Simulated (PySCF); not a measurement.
CH2F3O3S (SMILES O=S(=O)([OH2+])C(F)(F)F), charge +1, singlet, geometry from GFN2-xTB, with bond 10-4 at 2.0 times its length; SVWN5/STO-3G run with PySCF.

Input for PySCF:
```python
from pyscf import gto, scf, dft

mol = gto.Mole()
mol.atom = '''
    O    -1.158827   -1.436050    0.611836
    S    -0.688260   -0.123378    0.509018
    O    -1.070127    0.956060    1.311580
    O    -1.456276    0.398058   -1.176182
    C     1.072983    0.023007   -0.214665
    F     1.917282   -0.282278    0.721943
    F     1.186975    1.261129   -0.609567
    F     1.110093   -0.812264   -1.216079
    H    -1.965133   -0.275410   -1.676104
    H    -2.359561    2.137114   -1.273307
'''
mol.basis = 'sto-3g'
mol.charge = 1
mol.spin = 0
mol.verbose = 4
mol.build()

mf = dft.RKS(mol)
mf.xc = 'lda,vwn'
mf.DIIS = scf.ADIIS
mf.kernel()
```

**Question.** Write the output that PySCF gives for this input, abridged.

**Answer.** 
```
PySCF version 2.14.0

[INPUT] verbose = 4
[INPUT] num. atoms = 10
[INPUT] num. electrons = 74
[INPUT] charge = 1
[INPUT] spin (= nelec alpha-beta = 2S) = 0
[INPUT] symmetry False subgroup None
[INPUT] Mole.unit = angstrom
[INPUT] Symbol           X                Y                Z      unit          X                Y                Z       unit  Magmom
[...]
nuclear repulsion = 571.351850235496
number of shells = 28
number of NR pGTOs = 138
number of NR cGTOs = 46
basis = sto-3g
ecp = {}

******** <class 'pyscf.dft.rks.RKS'> ********
method = RKS
initial guess = minao
damping factor = 0
level_shift factor = 0
DIIS = <class 'pyscf.scf.diis.ADIIS'>
diis_start_cycle = 1
diis_space = 8
diis_damp = 0
SCF conv_tol = 1e-09
SCF conv_tol_grad = None
SCF max_cycles = 50
direct_scf = True
direct_scf_tol = 1e-13
XC library pyscf.dft.libxc version 7.1.2
    S. Lehtola, C. Steigemann, M. J. T. Oliveira, and M. A. L. Marques,  SoftwareX 7, 1–5 (2018)
XC functionals = lda,vwn
    P. A. M. Dirac,  Math. Proc. Cambridge Philos. Soc. 26, 376 (1930)
    F. Bloch,  Z. Phys. 57, 545 (1929)
    S. H. Vosko, L. Wilk, and M. Nusair,  Can. J. Phys. 58, 1200 (1980)
radial grids:
    Treutler-Ahlrichs [JCP 102, 346 (1995); DOI:10.1063/1.469408] (M4) radial grids

becke partition: Becke, JCP 88, 2547 (1988); DOI:10.1063/1.454033
pruning grids: <function nwchem_prune>
grids dens level: 3
symmetrized grids: False
atomic radii adjust function: <function treutler_atomic_radii_adjust>
small_rho_cutoff = 0
Set gradient conv threshold to 3.16228e-05
Initial guess from minao.
tot grids = 137648
init E= -946.567543938127
[...]
cycle= 1 E= -943.506821691232  delta_E= 3.06  |g|= 1.43  |ddm|= 4.63
[...]
cycle= 2 E= -938.980739882347  delta_E= 4.53  |g|= 3.14  |ddm|=  7.1
[...]
cycle= 3 E= -941.37407877139  delta_E= -2.39  |g|= 2.17  |ddm|= 5.62
[...]
cycle= 4 E= -944.062344418873  delta_E= -2.69  |g|= 0.878  |ddm|= 3.92
[...]
cycle= 5 E= -943.122679872573  delta_E= 0.94  |g|= 1.44  |ddm|= 3.37
[...]
cycle= 6 E= -944.251363804661  delta_E= -1.13  |g|= 0.415  |ddm|= 2.55
[...]
cycle= 7 E= -943.559020561316  delta_E= 0.692  |g|= 0.914  |ddm|= 2.87
[...]
cycle= 8 E= -944.004605684545  delta_E= -0.446  |g|= 0.885  |ddm|=  2.8
[...]
cycle= 9 E= -944.295148847871  delta_E= -0.291  |g|= 0.218  |ddm|= 1.43
[...]
cycle= 10 E= -944.187190083555  delta_E= 0.108  |g|= 0.45  |ddm|= 1.39
[...]
cycle= 11 E= -944.304403349383  delta_E= -0.117  |g|= 0.132  |ddm|= 1.04
[...]
cycle= 12 E= -944.30064421126  delta_E= 0.00376  |g|= 0.139  |ddm|= 0.542
[...]
cycle= 13 E= -944.308136355691  delta_E= -0.00749  |g|= 0.0614  |ddm|= 0.606
[...]
cycle= 14 E= -944.299514681571  delta_E= 0.00862  |g|= 0.146  |ddm|= 0.55
[...]
cycle= 15 E= -944.309813545541  delta_E= -0.0103  |g|= 0.0381  |ddm|= 0.243
[...]
cycle= 16 E= -944.308140004306  delta_E= 0.00167  |g|= 0.0877  |ddm|= 0.289
[...]
cycle= 17 E= -944.310994546786  delta_E= -0.00285  |g|= 0.00956  |ddm|= 0.134
[...]
cycle= 18 E= -944.310844781401  delta_E= 0.00015  |g|= 0.0181  |ddm|=  0.1
[...]
cycle= 19 E= -944.310982540245  delta_E= -0.000138  |g|= 0.0125  |ddm|= 0.0605
[...]
cycle= 20 E= -944.310983549176  delta_E= -1.01e-06  |g|= 0.0119  |ddm|= 0.0363
[...]
cycle= 21 E= -944.311047101534  delta_E= -6.36e-05  |g|= 0.0023  |ddm|= 0.0307
[...]
cycle= 22 E= -944.311020200142  delta_E= 2.69e-05  |g|= 0.0073  |ddm|= 0.0312
[...]
cycle= 23 E= -944.311040443016  delta_E= -2.02e-05  |g|= 0.00428  |ddm|= 0.0157
[...]
cycle= 24 E= -944.311045193965  delta_E= -4.75e-06  |g|= 0.00379  |ddm|= 0.00948
[...]
cycle= 25 E= -944.311050204338  delta_E= -5.01e-06  |g|= 0.000659  |ddm|= 0.00641
[...]
cycle= 26 E= -944.311048060626  delta_E= 2.14e-06  |g|= 0.00239  |ddm|= 0.00781
[...]
cycle= 27 E= -944.311050103447  delta_E= -2.04e-06  |g|= 0.000784  |ddm|= 0.00333
[...]
cycle= 28 E= -944.311050372388  delta_E= -2.69e-07  |g|= 0.000869  |ddm|= 0.00294
[...]
cycle= 29 E= -944.311050557645  delta_E= -1.85e-07  |g|= 0.000358  |ddm|= 0.00164
[...]
cycle= 30 E= -944.311050551077  delta_E= 6.57e-09  |g|= 0.00037  |ddm|= 0.00097
[...]
cycle= 31 E= -944.311050541154  delta_E= 9.92e-09  |g|= 0.000361  |ddm|= 0.000988
[...]
cycle= 32 E= -944.311050588385  delta_E= -4.72e-08  |g|= 0.000136  |ddm|= 0.000662
[...]
cycle= 33 E= -944.311050576143  delta_E= 1.22e-08  |g|= 0.000182  |ddm|= 0.000576
[...]
cycle= 34 E= -944.311050588914  delta_E= -1.28e-08  |g|= 0.000109  |ddm|= 0.000235
[...]
cycle= 35 E= -944.311050591238  delta_E= -2.32e-09  |g|= 9.97e-05  |ddm|= 0.000127
[...]
cycle= 36 E= -944.311050593081  delta_E= -1.84e-09  |g|= 7e-05  |ddm|= 7.29e-05
[...]
cycle= 37 E= -944.311050594401  delta_E= -1.32e-09  |g|= 2.1e-05  |ddm|= 0.000122
[...]
cycle= 38 E= -944.311050594122  delta_E= 2.79e-10  |g|= 3.76e-05  |ddm|= 7.72e-05
[...]
cycle= 39 E= -944.311050592119  delta_E= 2e-09  |g|= 7.26e-05  |ddm|= 0.000174
[...]
cycle= 40 E= -944.311050594244  delta_E= -2.12e-09  |g|= 2.8e-05  |ddm|= 0.000185
[...]
cycle= 41 E= -944.311050592147  delta_E= 2.1e-09  |g|= 8.99e-05  |ddm|= 0.000145
[...]
cycle= 42 E= -944.311050590891  delta_E= 1.26e-09  |g|= 9.86e-05  |ddm|= 0.000123
[...]
cycle= 43 E= -944.311050592376  delta_E= -1.48e-09  |g|= 6.2e-05  |ddm|= 0.000292
[...]
cycle= 44 E= -944.311050592387  delta_E= -1.07e-11  |g|= 7.88e-05  |ddm|= 9.78e-05
[...]
cycle= 45 E= -944.311050593083  delta_E= -6.96e-10  |g|= 6.96e-05  |ddm|= 6.18e-05
[...]
cycle= 46 E= -944.311050594495  delta_E= -1.41e-09  |g|= 8.62e-06  |ddm|= 9.01e-05
[...]
cycle= 47 E= -944.311050594293  delta_E= 2.03e-10  |g|= 2.85e-05  |ddm|= 3.44e-05
[...]
Extra cycle  E= -944.311050586942  delta_E= 7.35e-09  |g|= 0.000162  |ddm|= 0.000256
converged SCF energy = -944.311050586942
```
